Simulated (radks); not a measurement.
Results of a calculation; reference values are marked as such.
Species: Ca V. Configuration: [Ne] 3s2 3p4. Code: a radial shooting solver on a logarithmic mesh with Libxc functionals. Model: Dirac Kohn-Sham, exchange-only PBE, spin-unpolarised, spherical densities, finite nucleus; open shells fill j = l - 1/2 first; Fermi nuclear charge, rms radius 3.4776 fm.

Spin-orbit splittings of the eigenvalues, e(l+1/2) - e(l-1/2), with zeta = 2 splitting/(2l+1) and mean radii in bohr:

shell  occ.  splitting (eV)  zeta (eV)  <r> j=l-1/2  <r> j=l+1/2
2p        6               ?          ?       0.3253       0.3278
3p        4          0.4639     0.3093        1.160        1.166
3d        0         0.04223    0.01689        1.311        1.312

Estimate the 2p splitting.

Answer. 3.708 eV (zeta = 2.472 eV).
